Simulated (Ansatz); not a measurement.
Harmonic frequencies (cm⁻¹) at PBE0-D4/def2-TZVP from Ansatz: 220, 234, 367, 436, 553, 608, 655, 656, 759, 785, 936, 977, 1040, 1418, 2221, 2230, 2673, 3606.

Each molecule was computed in one conformer, which needn't be the lowest.

Question: Which molecule is it?
A. `S[SiH]1BN1`
B. `C=CN=C`
C. `SB1N[SiH2]1`
D. `NB1[SiH2]S1`

Answer: C.
